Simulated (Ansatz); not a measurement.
Geometry optimisation, RKS BLYP-D4/def2-SVP in Ansatz.

input.yaml

```yaml
crystal:
  periodic: [false, false, false]
  atoms:
    - { symbol: B, position_ang: [-0.85028, 1.34902, -0.33186] }
    - { symbol: Al, position_ang: [0.89657, 0.28722, -0.43667] }
    - { symbol: S, position_ang: [1.02998, -0.68862, 1.61369] }
    - { symbol: S, position_ang: [0.40437, -2.09711, 0.20696] }
    - { symbol: H, position_ang: [-0.8364, 2.48213, -0.00958] }
    - { symbol: H, position_ang: [-1.91771, 0.8509, -0.30039] }
    - { symbol: H, position_ang: [2.18555, -0.1073, -1.2113] }
    - { symbol: H, position_ang: [-0.91209, -2.07625, 0.46915] }
basis:
  gaussian: { orbitals: def2-SVP }
hamiltonian:
  xc: blyp
  dispersion: d4
relax:
  f_tol: 0.015
  max_steps: 40
output:
  orbitals: {}
```

Command:

```bash
$ ansatz run input.yaml --threads 1 --pin off --max-ram 2048MiB --backend cpu --events-out ev --progress --plain --runs-dir out
```

**Question.** Where does it end, and by what steps?

**Answer.** It converged. After 12 steps the energy has fallen by 0.222 eV; H7 moved furthest, 0.25 Å.

| step | energy less start (eV) | largest force component (eV/Å) | accepted |
| --- | --- | --- | --- |
| 0 | 0.0000 | 1.134 | yes |
| 1 | -0.1919 | 0.424 | yes |
| 2 | -0.2125 | 0.247 | yes |
| 3 | -0.2192 | 0.034 | yes |
| 4 | -0.2193 | 0.052 | yes |
| 5 | -0.2205 | 0.039 | yes |
| 6 | -0.2212 | 0.028 | yes |
| 7 | -0.2218 | 0.052 | yes |
| 8 | -0.2221 | 0.040 | yes |
| 9 | -0.2223 | 0.023 | yes |
| 10 | -0.2219 | 0.080 | no |
| 11 | -0.2224 | 0.037 | yes |
| 12 | -0.2225 | 0.015 | yes |

```xyz
8
Properties=species:S:1:pos:R:3
B -0.832 1.330 -0.298
Al 0.944 0.193 -0.360
S 1.117 -0.794 1.719
S 0.339 -2.185 0.246
H -0.855 2.541 -0.182
H -1.923 0.790 -0.246
H 2.219 0.117 -1.310
H -1.009 -1.993 0.431
```

Whether the end is a true minimum wasn't checked by a vibrational analysis.

Run time: 49 s on 1 thread of Intel(R) Xeon(R) Platinum 8375C CPU @ 2.90GHz (Ice Lake), on a shared host, peak memory 0.14 GiB.
